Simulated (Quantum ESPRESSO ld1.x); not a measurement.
Results of a calculation; reference values are marked as such.
Task: These are the eigenvalues of the occupied orbitals of an atom or ion with whole-number occupations (eV). Code: ld1.x of Quantum ESPRESSO 7.5. Model: Dirac Kohn-Sham, HCTH/120, spin-unpolarised, spherical densities, point nucleus.

| orbital | eigenvalue |
|---|---|
| 1s1/2 | -15022.5 |
| 2s1/2 | -2010.77 |
| 2p1/2 | -1825.06 |
| 2p3/2 | -1764.28 |
| 3s1/2 | -299.552 |
| 3p1/2 | -232.803 |
| 3p3/2 | -223.640 |
| 3d3/2 | -106.738 |
| 3d5/2 | -105.171 |
| 4s1/2 | -32.1826 |
| 4p1/2 | -16.8091 |
| 4p3/2 | -15.9223 |
| 5s1/2 | -2.3069 |

Which element is it, and in what charge state? The configuration may be excited. Open shells, if any, fill j = l - 1/2 first.

Result: Z = 37, rubidium, charge 0: Rb in [Kr] 5s1. The list shows which subshells hold electrons but not how many an open one holds; the 1s level, -552.07 hartree, gives Z - s = 33.2 by -(Z - s)^2/2, which with screening and relativity narrows Z to a few neighbours, and the depths of the outer levels then fix element, charge and occupations together.
